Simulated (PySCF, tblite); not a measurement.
Isomers of C8H11OP. Method: GFN2-xTB as coded in tblite; computed harmonic values from a numerical Hessian at the method's own geometry, unscaled. This tight-binding method is rough: wavenumbers can miss measured ones by several per cent, in bad cases by 10 to 20. One conformer each.

Electronic energies: PBE0/pcSseg-1 single points on the GFN2-xTB geometries (PySCF, gas phase).

```json
{"SMILES": "CC(=O)CP1C=CCC=C1", "electronic energy, lowest = 0 (kcal/mol)": "0.0"}
{"SMILES": "C#CC[P@@](=O)(C#CC)CC", "electronic energy, lowest = 0 (kcal/mol)": "42.7"}
{"SMILES": "C=Cc1pcoc1C(C)C", "electronic energy, lowest = 0 (kcal/mol)": "0.1"}
```

Problem. How do GFN2-xTB zero-point energies change the relative energies?

Solution. 
```csv
SMILES,ZPE (kcal/mol),of it from modes above 1550 cm⁻¹,electronic (kcal/mol),"with ZPE, lowest = 0 (kcal/mol)",lowest mode (cm⁻¹),rings
CC(=O)CP1C=CCC=C1,103.9,54.6,0.0,0.0,37,1
C=Cc1pcoc1C(C)C,105.5,50.4,0.1,1.7,14,1
C#CC[P@@](=O)(C#CC)CC,101.4,54.2,42.7,40.2,22,0
```

The zero-point energies span 4.1 kcal/mol, from `C#CC[P@@](=O)(C#CC)CC` to `C=Cc1pcoc1C(C)C`. The order is unchanged.

Problem. And how do the electronic energies of GFN2-xTB itself compare?

Solution. `CC(=O)CP1C=CCC=C1` 14.9; `C=Cc1pcoc1C(C)C` 0.0; `C#CC[P@@](=O)(C#CC)CC` 26.9 kcal/mol, lowest = 0. Against the energies above, taken from the same isomer `CC(=O)CP1C=CCC=C1`, the largest difference is 30.7 kcal/mol.
